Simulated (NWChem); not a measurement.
Species: H2BO2 cation

```xyz
5

O      0.0409    -1.2504     0.0485
B      0.0000     0.0000    -0.0181
O     -0.0409     1.2504     0.0485
H     -0.4017    -2.0185    -0.3428
H      0.4017     2.0185    -0.3428
```
Atoms are numbered in this order, from 1.

Computed with NWChem. All runs use the structure optimised with PBE0/def2-SVP. Level MN15/def2-SVP: energy and gradient on several grids; changes count from the extra-fine grid, which is no exact limit either.

| grid | size of the energy change (μHa) | largest change of a gradient component (μHa/bohr) |
|---|---|---|
| xcoarse | 40000 | 1000 |
| coarse | 80 | 40 |
| medium | < 10 | < 30 |
| fine | < 10 | < 30 |
| xfine | < 10 | < 30 |
